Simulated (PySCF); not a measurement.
Compound: InEt2(nPr), C₇H₁₇In.
Geometry (PBE0-D3(BJ)/def2-SVP, Å), atoms numbered from 1 in this order:
```
atom  x, y, z in Å
In1   -0.211    0.580   -0.141
C2     1.950    0.352   -0.436
C3     2.744    0.403    0.868
H4     2.279    1.160   -1.112
H5     2.136   -0.596   -0.965
H6     3.831    0.305    0.697
H7     2.595    1.353    1.408
H8     2.462   -0.407    1.561
C9    -0.985    2.563    0.372
C10    0.075    3.651    0.494
H11   -1.556    2.458    1.310
H12   -1.734    2.826   -0.395
H13   -0.360    4.636    0.741
H14    0.812    3.422    1.282
H15    0.645    3.779   -0.440
C16   -1.528   -1.156   -0.325
C17   -0.810   -2.489   -0.515
C18   -1.756   -3.674   -0.663
H19   -2.211   -0.960   -1.172
H20   -2.175   -1.185    0.570
H21   -0.131   -2.675    0.336
H22   -0.152   -2.439   -1.400
H23   -2.418   -3.545   -1.535
H24   -1.210   -4.622   -0.795
H25   -2.401   -3.779    0.224
```

Level of theory: PBE0-D3(BJ)/def2-SVP geometry optimisation, gas phase, def2 core potentials past Kr in PySCF 2.14.0.

Q: Which atoms are bound to In1, and at what distances?

A: 3 atoms: C16 2.187 Å, C9 2.189 Å, C2 2.193 Å. The nearest atom not counted as bound is H12, at 2.73 Å (others tie with it).

Q: List the angles at In1.

A: 
| angle | degrees | distance of the outer atoms (Å) |
| --- | --- | --- |
| C9–In1–C16 | 121.8 | 3.82 |
| C2–In1–C16 | 120.0 | 3.79 |
| C2–In1–C9 | 118.3 | 3.76 |

Q: What is the shape at In1?

A: Planar: angles 121.8°, 120.0° and 118.3°, sum 360.0°, 0.01 Å off the plane of its three neighbours.

Q: What are the other bond lengths?

A: C2–C3, C9–C10 1.525 Å; C2–H4 and 3 like bonds 1.103 Å; C3–H6 and 5 like bonds 1.103 Å; C16–C17 1.525 Å; C16–H19, C16–H20 1.105 Å; C17–C18 1.523 Å; C17–H21, C17–H22 1.105 Å; C18–H23, C18–H24, C18–H25 1.102 Å.

Q: Give some angles away from the centre.

A: In1–C2–C3 113.2°, In1–C9–C10 114.8°, In1–C16–C17 114.9°, C16–C17–C18 113.6°.

Q: What are the rotational constants (commonest isotopes, rigid rotor)?

A: A = 1894, B = 685.4, C = 529.5 MHz: an asymmetric top.

Point group: C1 (no symmetry element, even within 0.4 Å). Charge 0, singlet. Whether it is a minimum is left open (no frequencies).

The run took 45 min wall, 36 min CPU on one thread of an AMD EPYC, shared host, and the process peaked at 0.97 GiB of memory. These figures are those of the optimisation.

One conformer stands for the species.
